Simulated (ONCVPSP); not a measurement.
# Mn: ONCV pseudisation with revPBE, scalar-relativistic reference atom.

* Element: manganese (Mn)
* Generator: ONCVPSP 4.0.1
* Type: optimised norm-conserving Vanderbilt (ONCV)
* Functional: revPBE
* Relativity: scalar-relativistic
* Frozen core: [Ne]
* Valence charge: 15
* Reference configuration: 3s2 3p6 3d5 4s2
* Partial waves: 3s+4s: rc 1.15 bohr, ncon 4, nbas 8, qcut 9.4 1/bohr, 2 projectors; 3p: rc 1.10 bohr, ncon 4, nbas 8, qcut 13.9 1/bohr, 2 projectors, debl 0.7 Ha; 3d: rc 1.00 bohr, ncon 4, nbas 7, qcut 9.4 1/bohr, 2 projectors, debl 2.1 Ha; f scattering state at 0.31 Ha: rc 0.78 bohr, ncon 3, nbas 7, qcut 12.3 1/bohr, 2 projectors, debl 3.7 Ha
* Local potential: polynomial inside 0.65 bohr (lpopt 5, dvloc0 0 Ha)
* Core correction: none

In the p channel the program set the typed energies aside and used -2.006, 0.250 Ha.

All-electron outer shells of the reference configuration (revPBE, scalar-relativistic, ld1.x):

| shell | level (eV) | outermost node (bohr) | outermost maximum (bohr) |
| --- | --- | --- | --- |
| 2p | -630.12 | – | 0.19 |
| 3s | -85.93 | 0.34 | 0.74 |
| 3p | -54.59 | 0.31 | 0.75 |
| 3d | -6.72 | – | 0.76 |
| 4s | -5.05 | 1.05 | 2.54 |

(1) Estimate the cutoffs (Ha) at which the residual kinetic energy of the hardest occupied pseudo-wave falls to 1 and 0.1 mHa per electron.

(2) What does a ghost test show?

(3) Which valence shell sets the plane-wave cutoff?

(4) Tests: 3s2 3p6 3d5 4s1; 3s2 3p6 3d5 4s0; 3s2 3p6 3d4 4s0; 3s2 3p6 3d5 4s1 4p1. Which has the largest error in its energy relative to the reference configuration, and how large is it?

Answers

(1) 165 Ha and 193 Ha.

(2) No bound ghost flagged; GHOST(+) flagged for s at 339.7 eV.

(3) 3d: 165 Ha for 1 mHa per electron, against 46 Ha for 3p.

(4) 3s2 3p6 3d4 4s0, with +0.8 meV (all-electron minus pseudo) on +56.19 eV.
